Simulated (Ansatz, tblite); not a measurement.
Cost and result up the ladder for the cluster GeO₄ (5 atoms). Total charge 0; singlet. Geometry: r2SCAN-D4/def2-SVP.

Cartesian coordinates in Å:
```
Ge 0.635 0.160 -0.283
O -0.260 -1.183 0.535
O -1.002 0.864 0.026
O -1.454 -0.367 0.647
O 2.081 0.525 -0.925
```

Ansatz on 4 threads of Arm Neoverse V1 on a shared host; xTB runs through tblite on one thread. Times are rough, summed over both states, and most runs start from the orbitals of an earlier one. PBE0-D4/def2-TZVP serves as the yardstick here, not as an exact answer. The other state is a doublet.

The xTB rows come from tblite. Correlated methods freeze 13 core orbitals; core or outer-core shells of Ge are correlated, in sets that lack core-valence functions. In CCSD on the charge 1 doublet the largest single amplitude is 0.27, so its Hartree–Fock determinant may place the open shell otherwise than the density functionals do. The structure holds 2 bonds between oxygen atoms, so isomers without such links may lie far lower. The structure comes from a short search, and lower isomers may exist.

Run but left out: HF/def2-TZVPP, MP2/def2-TZVPP (charge +1 doublet: a determinant that CCSD turns far, T1 0.050).

Correlated methods converge slowly with the basis.

Raw xTB energies of ions are shifted by several eV.

| level | functions | vertical IE (eV) | difference from PBE0-D4/def2-TZVP (eV) | remarks |
| --- | --- | --- | --- | --- |
| CCSD(T)/def2-TZVPP | 172 | 10.90 | -0.02 | large T1 (0.022) (singlet), large T1 (0.050) (+1 doublet), spin-contaminated (⟨S²⟩ 0.89) (+1 doublet) |
| PBE0-D4/def2-TZVP (with forces) | 172 | 10.91 | 0.00 | – |
| GFN1-xTB | 25 | 17.81 | 6.90 | – |
| PBE-D4/def2-TZVP | 172 | 10.34 | -0.57 | – |
| r2SCAN-D4/def2-TZVP | 172 | 10.55 | -0.36 | – |
| GFN2-xTB | 25 | 17.22 | 6.31 | – |

Question: Estimate how long each takes.

Answer: GFN1-xTB 0.007 s; GFN2-xTB 0.008 s; PBE-D4/def2-TZVP 3.8 s; PBE0-D4/def2-TZVP (with forces) 6.9 s; r2SCAN-D4/def2-TZVP 9.9 s; CCSD(T)/def2-TZVPP 5.7 min. On shared hardware such times vary by a factor of up to 3.
